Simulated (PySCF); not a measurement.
Order these species by their calculated properties.

Each SMILES stands for a single optimised conformer of the isolated species, non-relativistic unless stated; the electronic structure was computed with PySCF and density fitting.

The conformers computed, where there is a choice (atom-mapped SMILES and torsion angles):
- `[NH2:1][C:2]([F:3])([F:4])[F:5]`: H–N1–C2–F3 -55°, H–N1–C2–F3 176°
- `[F:1]/[CH:2]=[CH:3]\[c:4]1[cH:5][cH:6][n:7][nH:8]1`: C2–C3–C4–C5 180°
- `[SiH3:1][S:2][SiH:3]1[CH2:4][SiH2:5][CH2:6]1`: Si1–S2–Si3–C4 50°
- `[CH3:1][O:2][C:3](=[O:4])[c:5]1[n:6][n:7][cH:8][s:9]1`: C1–O2–C3–O4 0°, O2–C3–C5–N6 0°
- `[N:1]#[C:2][c:3]1[s:4][n:5][n:6][c:7]1[CH:8]=[O:9]`: N6–C7–C8–O9 180°

(1) Rank by dipole moment, lowest first (B3LYP/def2-SVPD at GFN2-xTB geometries).
A. `COC(=O)C1=NN=CS1`
B. `F/C=C\c1ccn[nH]1`
C. `N#Cc1snnc1C=O`
D. `[SiH3]S[SiH]1C[SiH2]C1`
E. `NC(F)(F)F`

(2) Rank by lowest triplet excitation (Tamm–Dancoff), lowest first (TDA B3LYP/def2-SVPD at GFN2-xTB geometries).
A. `FC(F)(N)F` (CH2F3N)
B. `C=NC` (C2H5N)
C. `F/C=C\C1=CC=NN1` (C5H5FN2)
D. `C(c1scnn1)(=O)OC` (C4H4N2O2S)
E. `N#CC1=C(C=O)N=NS1` (C4HN3OS)
F. `[SiH3]S[SiH]1C[SiH2]C1` (C2H10SSi3)

(3) Rank by lowest singlet excitation, lowest first (TDDFT B3LYP/def2-SVPD at GFN2-xTB geometries).
A. `F/C=C\c1ccn[nH]1` (C5H5FN2)
B. `C=NC` (C2H5N)
C. `N#Cc1snnc1C=O` (C4HN3OS)
D. `[SiH3]S[SiH]1C[SiH2]C1` (C2H10SSi3)

(4) By how much do the two ends of that ranking differ?

(5) Rank by static isotropic polarisability, highest first (B3LYP/def2-SVPD at GFN2-xTB geometries).
A. `s1cnnc1C(OC)=O` (C4H4N2O2S)
B. `FC(F)(F)N` (CH2F3N)
C. `C=NC` (C2H5N)
D. `S([SiH]1C[SiH2]C1)[SiH3]` (C2H10SSi3)
E. `F/C=C\c1ccn[nH]1` (C5H5FN2)

(6) Give the two extremes of that set as polarisability volumes in Å³.

(7) Rank by HOMO energy, lowest first (B3LYP/def2-SVPD at GFN2-xTB geometries).
A. `[SiH3]S[SiH]1C[SiH2]C1`
B. `N#Cc1snnc1C=O`
C. `COC(=O)C1=NN=CS1`
D. `C(F)(F)(N)F`
E. `F/C=C\c1ccn[nH]1`

(8) Rank by HOMO–LUMO gap, highest first (B3LYP/def2-SVPD at GFN2-xTB geometries).
A. `C1[SiH2]C[SiH]1S[SiH3]`
B. `C(#N)c1snnc1C=O`
C. `c1c([nH]nc1)/C=C\F`
D. `NC(F)(F)F`

(9) By how much do the two ends of that ranking differ?

## Answers

(1) A (1.23 D), D (1.45 D), E (2.72 D), B (2.88 D), C (3.03 D).

(2) E (2.75 eV), C (3.27 eV), D (3.40 eV), B (4.05 eV), F (5.30 eV), A (7.28 eV).

(3) C (3.13 eV), B (4.87 eV), A (5.25 eV), D (5.58 eV).

(4) By 2.45 eV, between `[SiH3]S[SiH]1C[SiH2]C1` and `N#Cc1snnc1C=O`.

(5) D (121.8 au), A (85.7 au), E (76.0 au), C (35.2 au), B (26.4 au).

(6) `NC(F)(F)F`: 3.92 Å³; `[SiH3]S[SiH]1C[SiH2]C1`: 18.05 Å³.

(7) D (-8.74 eV), B (-8.25 eV), C (-7.59 eV), A (-6.91 eV), E (-6.48 eV).

(8) D (8.84 eV), A (6.53 eV), C (5.26 eV), B (4.36 eV).

(9) By 4.48 eV, between `NC(F)(F)F` and `N#Cc1snnc1C=O`.
